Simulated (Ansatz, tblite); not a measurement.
Forces on Cu₄Ag⁺ at its PBE-D4/def2-SVP geometry. Total charge 1; singlet.

In the def2 sets Ag takes a core potential; there is no spin–orbit coupling. The xTB rows come from tblite. The restricted singlet is unstable towards broken spin symmetry in Hartree–Fock (as tested in another run); at PBE-D4/def2-TZVP this wasn't settled. The structure comes from a short search, and lower isomers may exist.

GFN1-xTB (tblite), largest force 0.29 eV/Å:

```xyz
5
positions Å, forces eV/Å
Ag   -1.866   -0.140    1.154   -0.244   -0.018    0.151
Cu    0.752   -0.173    1.116    0.157   -0.034    0.220
Cu   -0.306    1.253   -0.422   -0.055    0.252   -0.088
Cu    1.760    0.132   -1.088    0.204    0.015   -0.126
Cu   -0.340   -1.072   -0.760   -0.062   -0.214   -0.156
```

GFN2-xTB (tblite), largest force 1.02 eV/Å:

```
Ag -0.863 -0.065 0.533
Cu 0.495 -0.038 0.212
Cu 0.148 0.429 -0.292
Cu 0.084 0.006 -0.052
Cu 0.136 -0.332 -0.402
```

PBE-D4/def2-TZVP (Ansatz), largest force 0.35 eV/Å:

```
Ag -0.103 -0.008 0.064
Cu 0.111 -0.048 0.318
Cu -0.148 0.301 -0.058
Cu 0.296 0.022 -0.183
Cu -0.156 -0.268 -0.140
```
